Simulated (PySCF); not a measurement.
**Correlation energy of F+ (fluorine, charge +1)**

[He] 2s2 2p4, high-spin 3P determinant. All numbers are calculated (PySCF 2.14, the non-relativistic Hamiltonian (point nucleus), in cc-pVTZ). Frozen: 1s2; 6 electrons correlated.

MP2 pair energies summed by pair of shells (mhartree):

| pair | energy | share (%) |
| --- | --- | --- |
| 2p-2p | -67.44 | 47.1 |
| 2s-2p | -65.87 | 46.0 |
| 2s-2s | -9.92 | 6.9 |

Total MP2 correlation energy: -143.23 mhartree.

Same-spin part -35.04 and opposite-spin part -108.20 mhartree; SCS-MP2 scales them by 1/3 and 6/5 to -141.51 mhartree.

| level | correlation energy (mhartree) |
| --- | --- |
| CCSD | -158.49 |
| (T) | -2.05 |
| CCSD(T) | -160.54 |

Diagnostics: T1 = 0.0039, D1 = 0.0078, largest double amplitude 0.031.

Is a single reference adequate?

Yes: T1 lies below 0.03 and no double amplitude reaches 0.07.
